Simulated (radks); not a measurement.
The numbers below are computed, except where a source is named.
Ionisation of the tantalum ion Ta+, [Xe] 4f14 5d3 6s1, to Ta2+, [Xe] 4f14 5d3, under several functionals. Scalar-relativistic Kohn-Sham, spin-polarised, spherical densities, finite nucleus; open shells are filled with parallel spins first (spin-orbit coupling, left out, can overturn this in heavy ions); a radial shooting solver on a logarithmic mesh with Libxc functionals.

functional                                      E(Ta+) (hartree)  Exc (hartree)  IE (eV)  -e(HOMO) (eV)  <r> HOMO (bohr)  IE error (eV)
exchange-only PBE                                    -15597.7786      -310.6346   15.344         10.668            2.132         -0.856
SOGGA                                                -15596.8555      -309.7721   15.637         11.302            2.090         -0.563
exchange-only r2SCAN                                 -15599.3944      -311.1344   15.092         10.761            2.111         -1.108
PW91                                                 -15603.6560      -316.5846   15.769         11.403            2.090         -0.431
BLYP                                                 -15602.9770      -315.8795   15.549         11.048            2.097         -0.651
LDA (Slater exchange, Perdew-Wang correlation)       -15592.8347      -305.7633   15.940         11.493            2.091         -0.260
HCTH/407                                             -15611.2547      -324.5868   15.555         11.554            2.059         -0.645
PBEsol                                               -15597.4149      -310.3347   15.733         11.379            2.089         -0.467
MS2 meta-GGA                                         -15601.5670      -313.9657   15.700         11.356            2.090         -0.500
SCAN                                                 -15604.4200      -316.3127   16.229         11.455            2.100         +0.029

NIST Atomic Spectra Database: 16.2 eV (semi-empirical). Closest: SCAN. The Delta-SCF values span 1.14 eV, the total energies 18.42 hartree. The highest occupied level is 5d. Open shells are spherical and high-spin; term and fine-structure splittings are not resolved. Spin-orbit splitting is averaged out at the scalar-relativistic level.
